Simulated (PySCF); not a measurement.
**Zinc: a sound run and one with changed settings**

Sound run: Zn [Ar] 3d10 4s2, Zn+ [Ar] 3d10 4s1. Computed with PySCF 2.14 in 6-31G*, with no relativity, point nucleus. The sound run starts from symmetry-adapted Hartree-Fock orbitals and uses a fine grid where one is needed.

Changed run: 6 angular points. This setting is unsound on purpose.

```tsv
species	method	sound run (hartree)	changed run (hartree)	converged
Zn	UHF	-1777.48110	-1777.48110	yes
Zn	PBE	-1778.75257	-1781.51922	yes
Zn	B3LYP	-1779.08722	-1780.92753	yes
Zn+	UHF	-1777.20913	-1777.20913	yes
Zn+	PBE	-1778.42925	-1781.19964	yes
Zn+	B3LYP	-1778.75794	-1780.60240	yes
```

Ionisation energy of Zn:

| method | sound run (eV) | changed run (eV) |
| --- | --- | --- |
| UHF | 7.401 | 7.401 |
| PBE | 8.798 | 8.696 |
| B3LYP | 8.960 | 8.847 |

A coarse angular grid integrates products of high-l functions wrongly, so density functionals can shift, and the SCF can exploit the error; Hartree-Fock and MP2 need no grid.

For comparison, NIST gives 9.394 eV between the lowest levels.
